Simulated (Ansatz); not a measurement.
`CB(Cl)[SeH]` + HCl → `ClB(Cl)[SeH]` + CH₄ at 500 K and 1 bar (ligand exchange at a B–C bond).

Gas-phase electronic energies from Ansatz, PBE0-D4/def2-TZVP geometries. CCSD(T)/CBS adds triple-zeta CCSD(T) − MP2 to the extrapolated MP2 energy (def2 sets, frozen cores). This one scheme is used for every species. For Se outer-core shells are correlated without core-valence functions, which leaves a few kJ/mol of doubt a bond. Scalar relativity is left out up to krypton. Each species was taken in one conformer, which may not be the lowest.

```json
{"species": "`CB(Cl)[SeH]`", "CCSD(T)/CBS energy (Eh)": "-2925.81492", "H − E (kJ/mol)": "171.0", "S (J/(mol·K))": "386.2"}
{"species": "HCl", "CCSD(T)/CBS energy (Eh)": "-460.38127", "H − E (kJ/mol)": "32.5", "S (J/(mol·K))": "201.9"}
{"species": "`ClB(Cl)[SeH]`", "CCSD(T)/CBS energy (Eh)": "-3345.76079", "H − E (kJ/mol)": "72.1", "S (J/(mol·K))": "365.9"}
{"species": "CH₄", "CCSD(T)/CBS energy (Eh)": "-40.46206", "H − E (kJ/mol)": "135.6", "S (J/(mol·K))": "206.8"}
```

H − E and S are ideal-gas, rigid-rotor, harmonic terms from PBE0-D4/def2-TZVP, for one conformer and one mirror image of each species. 1 Eh = 2625.50 kJ/mol, R = 8.31446 J/(mol·K).

By hand: ΔE, ΔH, ΔS and ΔG.

ΔE = (-3345.76079) + (-40.46206) − (-2925.81492) − (-460.38127) = -0.02666 Eh = -70.0 kJ/mol. Δ(H − E) = 72.1 + 135.6 − 171.0 − 32.5 = 4.2, so ΔH = -65.8 kJ/mol. ΔS = 365.9 + 206.8 − 386.2 − 201.9 = -15.4 J/(mol·K). ΔG = -65.8 − 500 × (-15.4)/1000 = -58.1 kJ/mol.

By hand: the equilibrium constant, and the temperature at which ΔG would vanish if ΔH and ΔS stayed fixed.

log₁₀ K = −ΔG/(RT ln 10) = 6.1. ΔG = 0 at ΔH/ΔS = 4273 K, far beyond where these terms or the molecules hold.

ΔH outweighs TΔS. A doubt of 5 kJ/mol in ΔE shifts log₁₀ K by 0.5 here. Other conformers and mirror images would add mixing entropy, several J/(mol·K) or more a flexible species. These are equilibria of isolated gas molecules and say nothing of rates. Largest T1 diagnostic: 0.011 (customary marks: 0.02 for closed shells, 0.045 for open ones).
